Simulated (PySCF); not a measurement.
**Electron correlation in Zn (zinc, neutral)**

[Ar] 3d10 4s1 4p1, high-spin 3P determinant (an excited configuration). Calculation: PySCF 2.14, in def2-QZVPPD (11s6p5d4f2g, 100 functions); no relativity, point nucleus. Frozen: [Ar]; 12 electrons correlated.

```tsv
level	correlation energy (mhartree)
CCSD	-438.41
(T)	-13.66
CCSD(T)	-452.07
```

Diagnostics: T1 = 0.015, D1 = 0.0475, largest double amplitude 0.031.

Cost of the coupled-cluster step: roughly 80 core-seconds, for 12 correlated electrons.
